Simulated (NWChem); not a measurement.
Molecule: N-methylmethanimine (C₂H₅N); SMILES C=NC

All runs: NWChem. Structure relaxed at the PBE0/def2-SVP level. Ions are spin-unrestricted doublets at the neutral geometry; other ion states weren't tried. Functional: LC-ωPBE (HJS hole) with def2-SVP; rows give the range parameter ω in 1/bohr.

| range parameter (1/bohr) | vertical ionisation energy, ΔSCF (eV) | −ε(HOMO) (eV) | ΔSCF minus −ε(HOMO) (eV) |
|---|---|---|---|
| 0.10 | 9.55 | 7.07 | 2.48 |
| 0.15 | (withheld) | (withheld) | (withheld) |
| 0.25 | 9.68 | 8.80 | 0.88 |
| 0.35 | 9.77 | 9.61 | 0.16 |
| 0.60 | 9.85 | 10.86 | -1.01 |

**Question.** What belongs in the gaps?

**Answer.** 
- 0.15, vertical ionisation energy, ΔSCF (eV): 9.58
- 0.15, −ε(HOMO) (eV): 7.72
- 0.15, ΔSCF minus −ε(HOMO) (eV): 1.86
